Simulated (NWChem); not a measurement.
System: C$_{3}$H$_{5}$BO$_{2}$; SMILES CB1COC1=O

```xyz
11

C      0.6819    -2.1665     0.0049
B     -0.0175    -0.7919    -0.0318
C     -1.4791    -0.1758    -0.0080
O     -0.9043     1.1890     0.0302
C      0.4336     0.7735    -0.0015
O      1.3854     1.5126     0.0019
H      1.6579    -2.1663    -0.5213
H      0.9327    -2.3328     1.0819
H      0.0622    -3.0252    -0.3181
H     -2.1099    -0.3170    -0.9128
H     -2.1095    -0.3681     0.8874
```
Atoms are numbered in this order, from 1.

Computed with NWChem. Coordinates come from a PBE-D3(BJ)/def2-SVP optimisation. Atomic charges in e: unrestrained fits to the electrostatic potential beside Mulliken populations; buried atoms are poorly determined by the fit.

Estimate the computed values for B3LYP/def2-SVP. Quantities: ESP C1; Mulliken C1; ESP B2; Mulliken B2; ESP C3; Mulliken C3; ESP O4; Mulliken O4; ESP C5; Mulliken C5; relative RMS misfit of the potential (%).


```yaml
ESP C1: -0.32
Mulliken C1: 0.02
ESP B2: 0.15
Mulliken B2: -0.16
ESP C3: 0.11
Mulliken C3: 0.14
ESP O4: -0.37
Mulliken O4: -0.33
ESP C5: 0.56
Mulliken C5: 0.23
relative RMS misfit of the potential (%): 20
```
